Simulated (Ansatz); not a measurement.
Ansatz results at the PBE0-D4/def2-TZVP geometry: LUMO energy (PBE/def2-TZVPP) -2.51 eV; HOMO energy (PBE0/def2-TZVPP) -6.57 eV; HOMO–LUMO gap (B3LYP/def2-TZVPP) 4.53 eV.

(1) Which molecule gave them?
A. `NC[SiH](N)F`
B. `B1C[Te]1`
C. `BN=CF`
D. `O[C]1([AlH2])CC1`

## Answers

(1) B. The others give `O[C]1([AlH2])CC1`: -2.17, -6.83, 4.99; `NC[SiH](N)F`: -0.17, -7.04, 7.16; `BN=CF`: -1.63, -8.61, 7.60.

B3LYP here is the variant with VWN-RPA as its local correlation; programs differ in this.
